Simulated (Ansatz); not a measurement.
The cluster B₂N₃⁻, relaxed as a quintet with UKS r2SCAN-D4/def2-SVPD in Ansatz, starting from the r2SCAN-D4/def2-SVPD geometry of the charge -1 singlet. Force threshold 0.02 eV/Å.

The highest occupied level of the charge -1 quintet lies above zero (up to 0.50 eV). It is a level of α spin, whose loss leaves a quartet; that state wasn't run at this geometry and level. The electron is either unbound and held by the finite basis, or the level is raised by self-interaction error. At r2SCAN-D4/def2-SVPD a triplet of charge -1 lies 3.26 eV below the quintet, each at its own geometry. The structure comes from a short search, and lower isomers may exist.

Start:

```xyz
5

B     1.042    0.824    0.150
B    -1.041   -0.825   -0.148
N     2.064    1.640    0.291
N    -2.069   -1.632   -0.302
N     0.005   -0.008    0.009
```

Q: Estimate the energy that the relaxation releases and the steps that it takes.

A: 1.41 eV, in 18 steps; 4.8 min on 4 threads of Arm Neoverse V2 on a shared host. No frequencies were taken in this run, so the end may be a saddle point.

Q: Does the start keep its bonding and symmetry?

A: By distances, no bond broke or formed. The bond that changes most is B1–N3, from 1.32 to 1.46 Å (atoms count from 1). Point group D∞h at the start, Cs at the end, both within 0.05 Å.

Q: Predict the relaxed structure.

A: 
```xyz
5

B     1.014    1.049   -0.367
B    -0.963   -0.769   -0.117
N     1.913    1.270    0.768
N    -1.966   -1.670   -0.038
N     0.001    0.120   -0.247
```
Bond lengths: 4 × B–N 1.32 to 1.46 Å.
